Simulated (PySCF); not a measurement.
Cost of response and excited-state runs on `O[Si@@H]1[SiH2][SiH2][SiH2][C@H]1F`, CH9FOSi4

Geometry (Å), atoms numbered from 1 in this order:
```xyz
16

O    -1.1278   -1.4175    1.6497
Si   -0.7893   -1.4406    0.0498
Si    1.5197   -1.2733    0.0531
Si    1.7947    1.0581    0.0046
Si   -0.4120    1.8041   -0.0887
C    -1.3668    0.2428   -0.7147
F    -1.1244    0.1640   -2.1025
H    -2.0143   -1.3303    1.9902
H    -1.5892   -2.4847   -0.6037
H     2.1409   -1.9299    1.2126
H     2.1232   -1.9563   -1.1019
H     2.6049    1.5481   -1.1218
H     2.4854    1.6203    1.1777
H    -1.0262    2.1225    1.2108
H    -0.7764    2.9001   -0.9929
H    -2.4501    0.3815   -0.6337
```

PySCF with density fitting, on 1 thread of an Arm Neoverse V1, shared host. Command: `OMP_NUM_THREADS=1 python excited_run.py task.json out`

(1) How long does this run take, and how much memory?
- circular dichroism and optical rotation, CAM-B3LYP/def2-SVPD; 16 states

Results:

(1) 
```csv
run,level,basis functions,wall time,peak memory (GiB)
circular dichroism and optical rotation,CAM-B3LYP/def2-SVPD,234,3.7 min,1.2
```
Times from a shared host are rough.
